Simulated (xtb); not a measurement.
BrZn (SMILES [Zn][Br]), doublet, from a rough starting geometry (GFN-xTB shapes and energies of metal compounds can be far from the true ones) (the spin is typed, not shown lowest).

Here is a job for xtb.
```
$ xtb mol.xyz --gfn 2 --uhf 1 --opt vtight --json

# file mol.xyz
2

Zn    -0.82720066    -0.67444065    -0.70702365
Br     0.79481429     0.68704135     0.70583356
```

Q: Give the total energy at the end of the optimisation at the level xtb 6.7.1 with GFN2-xTB.

A: -4.6505 Eh

Q: Predict the dipole moment from GFN2-xTB.

A: 4.40 D
